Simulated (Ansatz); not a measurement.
`[OH][Ga]([OH])[Br]` + H₂Se → `[OH][Ga]([OH])[SeH]` + HBr  (ligand exchange at a Ga–Br bond)

Calculated with Ansatz (gas phase, PBE0-D4/def2-TZVP geometries, no zero-point term in ΔE). CCSD(T)/CBS is the MP2 limit (def2-TZVPP, def2-QZVPP) plus CCSD(T) − MP2 in def2-TZVPP, frozen cores. DFT in def2-TZVPP. For Br, Ga, Se outer-core shells are correlated without core-valence functions, which leaves a few kJ/mol of doubt a bond. Scalar relativity is left out up to krypton. One conformer a species, not always the lowest.

```tsv
level	ΔE (kJ/mol)
PBE-D4	20.1
CAM-B3LYP-D4	25.4
ωB97X-V	26.9
SCS-MP2/def2-TZVPP	25.8
```

**Question.** What does CCSD(T)/CBS give? (Estimate.)

**Answer.** Ansatz gave: +22.3 kJ/mol. The listed levels differ from it by -2.2, 3.1, 4.6, 3.5 kJ/mol.

**Question.** What do rigid-rotor, harmonic-oscillator terms from PBE0-D4/def2-TZVP frequencies (298.15 K, 1 bar) make of the CCSD(T)/CBS value? (Best estimate.)

**Answer.** Computed: ΔZPE = -1.0 kJ/mol, ΔH = +22.2 kJ/mol, ΔS = -6 J/(mol·K), ΔG = +24.1 kJ/mol.

Largest T1 diagnostic among the species: 0.013.

At CCSD(T), def2-SVP lies +6.4 kJ/mol from the extrapolated value and def2-TZVPP +2.1 kJ/mol. In def2-TZVPP, CCSD(T) changes the Hartree–Fock value by −12.5 kJ/mol (the triples alone add −1.5 kJ/mol) and MP2 by −13.1 kJ/mol. From BLYP to BHLYP (50 % exact exchange), in def2-TZVPP and without D4, ΔE moves by +5.8 kJ/mol.
